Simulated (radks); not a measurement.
Results of a calculation; reference values are marked as such.
How relativity changes the ionisation of the iron ion Fe+ ([Ar] 3d6 4s1) to Fe2+ ([Ar] 3d6). Spin-unpolarised spherical Kohn-Sham, BLYP, point nucleus unless stated (finite: rms radius 3.7377 fm), a radial shooting solver on a logarithmic mesh with Libxc functionals. A level marked "c x" has the speed of light scaled by that factor and shares open shells by 2j + 1; other Dirac levels either fill j = l - 1/2 first or share by 2j + 1.

level,E(Fe+) (hartree),E(Fe2+) (hartree),IE (eV),HOMO,<r> HOMO (bohr)
non-rel.,-1263.29822,-1262.70389,16.173,4s,2.736
scalar-rel.,-1272.45305,-1271.85104,16.381,4s,2.707
"scalar-rel., finite nucleus",-1272.44890,-1271.84690,16.381,4s,2.707
"Dirac, 2j+1 shares",-1272.47886,-1271.87685,16.382,4s1/2,2.707
"Dirac, low j first",-1272.48795,-1271.88613,16.376,4s1/2,2.708
"Dirac, 2j+1 shares, finite nucleus",-1272.47472,-1271.87271,16.381,4s1/2,2.707
"Dirac, c x 0.75",-1279.85122,-1279.24296,16.552,4s1/2,2.684
"Dirac, c x 1.5",-1267.33836,-1266.74066,16.264,4s1/2,2.723
"Dirac, c x 5",-1263.65926,-1263.06463,16.181,4s1/2,2.735

NIST Atomic Spectra Database: 16.199 eV (measured). The relativistic part of the total energy of Fe+ is -9.176 hartree (Dirac, 2j+1 shares, finite nucleus), 0.73 % of the non-relativistic value. Spin polarisation and multiplet splitting of open shells are left out at every level.

Beside tabulated values, note that spin-unpolarised runs miss the spin-polarisation part of the exchange energy of open shells.
